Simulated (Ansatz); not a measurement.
`S=[CH][SbH2]` + `C#CO` → `C#C[O][SbH2]` + `C=S` at 400 K and 1 bar (ligand exchange at the Sb–C bond).

Program: Ansatz. Geometries: PBE0-D4/def2-TZVP. ΔE: electronic, gas phase. CCSD(T)/CBS is the MP2 limit (def2-TZVPP, def2-QZVPP) plus CCSD(T) − MP2 in def2-TZVPP, frozen cores. This one scheme is used for every species. def2 core potentials past Kr. For Sb outer-core shells are correlated without core-valence functions, which leaves a few kJ/mol of doubt a bond. Each species was taken in one conformer, which may not be the lowest.

| species | CCSD(T)/CBS energy (Eh) | H − E (kJ/mol) | S (J/(mol·K)) |
| --- | --- | --- | --- |
| `S=[CH][SbH2]` | -677.58851 | 100.2 | 338.4 |
| `C#CO` | -152.38380 | 102.4 | 264.4 |
| `C#C[O][SbH2]` | -392.99526 | 121.5 | 350.8 |
| `C=S` | -436.98974 | 79.4 | 242.5 |

H − E and S are ideal-gas, rigid-rotor, harmonic terms from PBE0-D4/def2-TZVP, for one conformer and one mirror image of each species. 1 Eh = 2625.50 kJ/mol, R = 8.31446 J/(mol·K).

Q: By hand: ΔE, ΔH, ΔS and ΔG.

A: ΔE = (-392.99526) + (-436.98974) − (-677.58851) − (-152.38380) = -0.01269 Eh = -33.3 kJ/mol. Δ(H − E) = 121.5 + 79.4 − 100.2 − 102.4 = -1.7, so ΔH = -35.0 kJ/mol. ΔS = 350.8 + 242.5 − 338.4 − 264.4 = -9.5 J/(mol·K). ΔG = -35.0 − 400 × (-9.5)/1000 = -31.2 kJ/mol.

Q: By hand: the equilibrium constant, and the temperature at which ΔG would vanish if ΔH and ΔS stayed fixed.

A: log₁₀ K = −ΔG/(RT ln 10) = 4.1. ΔG = 0 at ΔH/ΔS = 3684 K, far beyond where these terms or the molecules hold.

The number of gas molecules stays the same, so ΔS is small and ΔH decides. A doubt of 5 kJ/mol in ΔE shifts log₁₀ K by 0.7 here. Other conformers and mirror images would add mixing entropy, several J/(mol·K) or more a flexible species. These are equilibria of isolated gas molecules and say nothing of rates. Largest T1 diagnostic: 0.017 (customary marks: 0.02 for closed shells, 0.045 for open ones).
